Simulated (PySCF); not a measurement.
A geometry optimisation, step by step.

Species: C4H3FOSi.
Numbering: `[CH:1]#[C:2][SiH2:3][C:4]([F:5])=[C:6]=[O:7]` (hydrogens: H8 on C1; H9, H10 on Si3)

Method: PBE0-D3(BJ)/def2-SVP geometry optimisation, gas phase in PySCF; density fitting, grid level 1; the optimiser is geomeTRIC in internal coordinates, started from a GFN2-xTB structure with every atom displaced at random (about 0.01 Å). 14 of its 18 geometries are shown. The frame can shift and turn from step to step; on so coarse a grid that alone can change the energy by a few meV, and forces under 0.02 eV/Å are noise.

Step 0: E = -16812.3610 eV, largest atomic force 2.599 eV/Å
```
atom  x, y, z in Å  |  force x, y, z in eV/Å
C1      2.513   -0.751    0.826   -2.352   0.046  -1.105
C2      1.397   -0.766    0.312    0.639  -0.276   0.200
Si3    -0.308   -0.800   -0.440    0.849   0.949   1.556
C4     -1.181    0.729    0.238   -0.069  -1.591   1.519
F5     -1.559    0.670    1.548    0.140   0.180  -0.455
C6     -1.460    1.733   -0.543    0.090   0.529  -1.002
O7     -1.569    2.490   -1.412   -0.260   0.637  -0.204
H8      3.464   -0.691    1.256    1.213   0.015   0.565
H9     -0.221   -0.665   -1.866    0.003  -0.030  -1.080
H10    -1.026   -1.970    0.062   -0.253  -0.460   0.007
```

Step 1: E = -16812.5317 eV, largest atomic force 0.294 eV/Å
```
atom  x, y, z in Å  |  force x, y, z in eV/Å
C1      2.569   -0.787    0.791    0.015   0.019   0.086
C2      1.436   -0.818    0.346   -0.099   0.133  -0.055
Si3    -0.266   -0.764   -0.353    0.258  -0.106   0.094
C4     -1.234    0.713    0.234   -0.084   0.064   0.064
F5     -1.682    0.771    1.510    0.038  -0.035   0.003
C6     -1.504    1.714   -0.600    0.121  -0.026  -0.047
O7     -1.679    2.536   -1.400   -0.064   0.043  -0.016
H8      3.563   -0.745    1.208   -0.089  -0.047  -0.071
H9     -0.171   -0.651   -1.835   -0.049  -0.002  -0.014
H10    -0.981   -1.994    0.078   -0.048  -0.041  -0.044
```

Step 3: E = -16812.5386 eV, largest atomic force 0.064 eV/Å
```
atom  x, y, z in Å  |  force x, y, z in eV/Å
C1      2.556   -0.770    0.807   -0.024  -0.032   0.010
C2      1.430   -0.791    0.348    0.039   0.029  -0.006
Si3    -0.257   -0.770   -0.360   -0.063   0.003   0.005
C4     -1.226    0.710    0.233   -0.011  -0.012  -0.016
F5     -1.642    0.775    1.519    0.012  -0.003   0.009
C6     -1.500    1.709   -0.601    0.005   0.011  -0.006
O7     -1.700    2.532   -1.395   -0.009  -0.007   0.005
H8      3.550   -0.759    1.218    0.032   0.006   0.010
H9     -0.183   -0.652   -1.844    0.005   0.002   0.003
H10    -0.975   -2.009    0.052    0.015   0.002  -0.014
```

Step 4: E = -16812.5393 eV, largest atomic force 0.045 eV/Å
```
atom  x, y, z in Å  |  force x, y, z in eV/Å
C1      2.557   -0.772    0.813   -0.009  -0.032   0.002
C2      1.433   -0.783    0.348    0.020   0.016  -0.008
Si3    -0.254   -0.766   -0.362   -0.042   0.016  -0.001
C4     -1.227    0.711    0.233    0.012  -0.026  -0.014
F5     -1.627    0.779    1.523    0.002   0.007   0.007
C6     -1.510    1.707   -0.602   -0.019   0.014  -0.002
O7     -1.725    2.526   -1.396    0.001  -0.015   0.010
H8      3.551   -0.771    1.226    0.009   0.013   0.006
H9     -0.182   -0.646   -1.846    0.014   0.008   0.002
H10    -0.966   -2.010    0.042    0.012  -0.001  -0.001
```

Step 5: E = -16812.5399 eV, largest atomic force 0.052 eV/Å
```
atom  x, y, z in Å  |  force x, y, z in eV/Å
C1      2.563   -0.778    0.822    0.017  -0.021  -0.010
C2      1.444   -0.767    0.345   -0.013  -0.003  -0.006
Si3    -0.243   -0.754   -0.368    0.003   0.009  -0.003
C4     -1.227    0.712    0.235    0.034  -0.015   0.002
F5     -1.598    0.789    1.534   -0.002   0.004   0.005
C6     -1.539    1.698   -0.601   -0.050   0.007  -0.013
O7     -1.788    2.506   -1.397    0.014  -0.013   0.014
H8      3.555   -0.796    1.240   -0.019   0.018   0.001
H9     -0.174   -0.624   -1.852    0.015   0.018  -0.001
H10    -0.941   -2.010    0.021    0.000  -0.005   0.011
```

Step 7: E = -16812.5398 eV, largest atomic force 0.062 eV/Å
```
atom  x, y, z in Å  |  force x, y, z in eV/Å
C1      2.579   -0.786    0.823    0.027   0.022  -0.018
C2      1.467   -0.742    0.329   -0.037  -0.031   0.009
Si3    -0.221   -0.730   -0.383    0.044  -0.014  -0.011
C4     -1.219    0.711    0.249    0.032   0.036   0.031
F5     -1.526    0.805    1.564    0.006  -0.005  -0.004
C6     -1.610    1.668   -0.588   -0.051  -0.036  -0.001
O7     -1.932    2.447   -1.386    0.020   0.014   0.001
H8      3.564   -0.823    1.255   -0.028   0.008  -0.008
H9     -0.159   -0.565   -1.863   -0.001   0.010  -0.002
H10    -0.891   -2.009   -0.020   -0.013  -0.006   0.004
```

Step 8: E = -16812.5405 eV, largest atomic force 0.056 eV/Å
```
atom  x, y, z in Å  |  force x, y, z in eV/Å
C1      2.584   -0.778    0.793   -0.013   0.055  -0.001
C2      1.471   -0.748    0.304    0.008  -0.035   0.016
Si3    -0.220   -0.732   -0.394   -0.001  -0.012  -0.005
C4     -1.204    0.704    0.270   -0.016   0.042   0.025
F5     -1.474    0.798    1.593    0.009  -0.009  -0.004
C6     -1.637    1.649   -0.560    0.037  -0.031   0.020
O7     -1.976    2.425   -1.353   -0.028   0.023  -0.019
H8      3.567   -0.788    1.231    0.022  -0.020  -0.007
H9     -0.171   -0.539   -1.871   -0.018  -0.017   0.001
H10    -0.888   -2.015   -0.034   -0.001   0.003  -0.024
```

Step 9: E = -16812.5405 eV, largest atomic force 0.059 eV/Å
```
atom  x, y, z in Å  |  force x, y, z in eV/Å
C1      2.591   -0.772    0.776   -0.017   0.057   0.001
C2      1.477   -0.746    0.288    0.012  -0.041   0.013
Si3    -0.217   -0.730   -0.401   -0.014   0.008   0.002
C4     -1.193    0.703    0.285   -0.021   0.018   0.013
F5     -1.429    0.798    1.614    0.010  -0.006  -0.007
C6     -1.660    1.636   -0.539    0.040  -0.012   0.018
O7     -2.028    2.404   -1.327   -0.021   0.016  -0.014
H8      3.573   -0.778    1.213    0.027  -0.023  -0.007
H9     -0.181   -0.521   -1.877   -0.017  -0.020   0.002
H10    -0.880   -2.018   -0.052    0.000   0.004  -0.020
```

Step 10: E = -16812.5410 eV, largest atomic force 0.035 eV/Å
```
atom  x, y, z in Å  |  force x, y, z in eV/Å
C1      2.591   -0.766    0.763   -0.009   0.034   0.002
C2      1.474   -0.752    0.283    0.011  -0.030   0.003
Si3    -0.223   -0.735   -0.402   -0.018   0.023   0.008
C4     -1.187    0.702    0.292   -0.017  -0.014  -0.007
F5     -1.418    0.793    1.622    0.008   0.004   0.003
C6     -1.656    1.639   -0.527    0.027   0.014   0.003
O7     -2.024    2.411   -1.312   -0.010  -0.006   0.003
H8      3.577   -0.767    1.193    0.016  -0.015  -0.008
H9     -0.194   -0.528   -1.878   -0.008  -0.012   0.000
H10    -0.890   -2.022   -0.055    0.002   0.001  -0.007
```

Step 12: E = -16812.5413 eV, largest atomic force 0.033 eV/Å
```
atom  x, y, z in Å  |  force x, y, z in eV/Å
C1      2.595   -0.760    0.717    0.005  -0.024  -0.002
C2      1.468   -0.769    0.260   -0.001   0.013  -0.014
Si3    -0.239   -0.743   -0.401    0.000   0.004   0.008
C4     -1.177    0.700    0.317   -0.007  -0.028  -0.015
F5     -1.377    0.788    1.651    0.001   0.009   0.009
C6     -1.647    1.648   -0.489    0.004   0.031  -0.009
O7     -2.021    2.429   -1.262    0.001  -0.017   0.011
H8      3.592   -0.757    1.121   -0.006   0.004  -0.006
H9     -0.234   -0.535   -1.877    0.002   0.007   0.001
H10    -0.911   -2.027   -0.057    0.000   0.000   0.016
```

Step 13: E = -16812.5416 eV, largest atomic force 0.038 eV/Å
```
atom  x, y, z in Å  |  force x, y, z in eV/Å
C1      2.600   -0.771    0.684    0.005  -0.038  -0.004
C2      1.466   -0.780    0.243   -0.004   0.036  -0.009
Si3    -0.249   -0.742   -0.396    0.007  -0.021  -0.003
C4     -1.175    0.703    0.331    0.002   0.005   0.005
F5     -1.361    0.793    1.667   -0.002   0.002   0.001
C6     -1.638    1.660   -0.468    0.001  -0.005   0.000
O7     -2.013    2.444   -1.237    0.000   0.004  -0.003
H8      3.603   -0.773    1.073   -0.006   0.009  -0.003
H9     -0.258   -0.532   -1.872   -0.002   0.005   0.002
H10    -0.922   -2.025   -0.045   -0.002   0.003   0.013
```

Step 14: E = -16812.5419 eV, largest atomic force 0.041 eV/Å
```
atom  x, y, z in Å  |  force x, y, z in eV/Å
C1      2.604   -0.786    0.655   -0.002  -0.035  -0.006
C2      1.464   -0.788    0.228    0.000   0.041   0.000
Si3    -0.258   -0.741   -0.391    0.006  -0.029  -0.008
C4     -1.174    0.707    0.343    0.009   0.030   0.018
F5     -1.352    0.798    1.680   -0.002  -0.004  -0.005
C6     -1.630    1.670   -0.453   -0.003  -0.030   0.006
O7     -2.004    2.458   -1.219    0.000   0.018  -0.011
H8      3.611   -0.794    1.032   -0.001   0.008  -0.001
H9     -0.279   -0.529   -1.866   -0.006  -0.002   0.002
H10    -0.931   -2.020   -0.029   -0.003   0.004   0.005
```

Step 16: E = -16812.5424 eV, largest atomic force 0.036 eV/Å
```
atom  x, y, z in Å  |  force x, y, z in eV/Å
C1      2.612   -0.824    0.587   -0.004  -0.007  -0.001
C2      1.462   -0.800    0.192    0.003   0.017   0.007
Si3    -0.276   -0.737   -0.378   -0.004  -0.009  -0.004
C4     -1.163    0.722    0.370    0.015   0.030   0.014
F5     -1.326    0.813    1.710    0.001  -0.005  -0.007
C6     -1.614    1.694   -0.418   -0.012  -0.029   0.006
O7     -1.986    2.488   -1.178    0.005   0.014  -0.009
H8      3.629   -0.848    0.937    0.006   0.000  -0.002
H9     -0.334   -0.528   -1.854   -0.007  -0.011   0.002
H10    -0.953   -2.005    0.011   -0.001   0.001  -0.005
```

Step 17: E = -16812.5426 eV, largest atomic force under 0.02 eV/Å
```
atom  x, y, z in Å  |  force x, y, z in eV/Å
C1      2.616   -0.844    0.547   -0.001   0.006   0.002
C2      1.459   -0.806    0.171    0.002  -0.002   0.003
Si3    -0.287   -0.735   -0.371   -0.005   0.005   0.002
C4     -1.153    0.732    0.387    0.009   0.007   0.000
F5     -1.306    0.822    1.728    0.001   0.000  -0.001
C6     -1.605    1.707   -0.398   -0.011  -0.005   0.000
O7     -1.975    2.505   -1.154    0.005   0.000  -0.003
H8      3.638   -0.876    0.880    0.004  -0.003  -0.003
H9     -0.369   -0.532   -1.846   -0.003  -0.007   0.001
H10    -0.966   -1.997    0.035    0.000  -0.001  -0.002
```

**Question.** Summarise the path.

**Answer.** The energy falls by 0.1816 eV from step 0 to step 17; nine tenths of that is first reached at step 1. It rises by more than 0.2 meV at step 6. The largest force goes from 2.599 to under 0.02 eV/Å. Among the bonds Si3–H9 changes most, from 1.435 to 1.491 Å; the atoms move by 0.141 Å rms after alignment.

**Question.** Follow the three bonds and two angles with the largest change from start to end.

**Answer.** 
```tsv
step	E above end (eV)	largest force (eV/Å)	Si3–H9 (Å)	C2–Si3 (Å)	C1–H8 (Å)	C4–C6–O7 (°)	H9–Si3–H10 (°)
0	0.1816	2.599	1.435	1.864	1.046	167.0	116.5
1	0.0110	0.294	1.489	1.841	1.079	174.7	112.5
2	0.0059	0.082	1.490	1.832	1.076	175.2	112.0
3	0.0040	0.064	1.491	1.829	1.075	175.5	111.4
4	0.0033	0.045	1.491	1.830	1.076	175.6	111.1
5	0.0027	0.052	1.491	1.832	1.076	175.6	110.8
6	0.0030	0.077	1.491	1.833	1.077	175.6	110.7
7	0.0028	0.062	1.491	1.832	1.077	175.6	110.9
8	0.0021	0.056	1.491	1.830	1.076	175.4	111.5
9	0.0021	0.059	1.491	1.829	1.075	175.4	111.3
10	0.0016	0.035	1.491	1.829	1.076	175.4	111.1
11	0.0014	0.045	1.491	1.830	1.076	175.5	110.6
12	0.0013	0.033	1.491	1.830	1.076	175.5	110.5
13	0.0010	0.038	1.491	1.830	1.076	175.4	110.6
14	0.0008	0.041	1.491	1.830	1.076	175.4	110.8
15	0.0005	0.048	1.491	1.830	1.076	175.4	111.0
16	0.0002	0.036	1.491	1.830	1.076	175.4	111.1
17	0.0000	under 0.02	1.491	1.830	1.076	175.5	111.1
```

The cost below is that of the whole optimisation. Hardware: one thread of an Arm Neoverse V1, shared host. Cost: 86 s wall, 0.50 GiB resident at most.
